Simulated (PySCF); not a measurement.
## Working out the electron affinity of As

As⁻ [Ar] 3d10 4s2 4p4 (3P) → As [Ar] 3d10 4s2 4p3 (4S). Calculation: PySCF 2.14, in dyall-av2z; no relativity, point nucleus. Frozen: [Ar] 3d10; the 34 highest virtual orbitals dropped. Energies in hartree (1 hartree = 27.21139 eV):

```
             part   As⁻ (lower)    As (upper)
              UHF  -2234.204121  -2234.213716
MP2 opposite-spin     -0.061607     -0.043976
    MP2 same-spin     -0.020454     -0.016777
```

Q: What does Hartree-Fock give?

A: (-2234.213716) − (-2234.204121) = -0.009595 hartree = -0.261 eV.

Q: What do MP2 and SCS-MP2 (6/5 opposite-spin, 1/3 same-spin) give?

A: The opposite-spin parts differ by 0.480 eV and the same-spin parts by 0.100 eV. MP2: -0.261 + (0.480) + (0.100) = 0.319 eV. SCS-MP2: -0.261 + 1.2 × (0.480) + (0.100)/3 = 0.348 eV.

A first-order spin-orbit estimate adds 0.060 eV to MP2 (valence), giving 0.379 eV against 0.804 eV (measured; photodetachment measurements, as compiled on the Wikipedia data page of electron affinities).

The calculation is non-relativistic.

A double-zeta basis recovers only part of the correlation energy.

What remains against the reference includes basis incompleteness, the frozen core and correlation beyond second order.
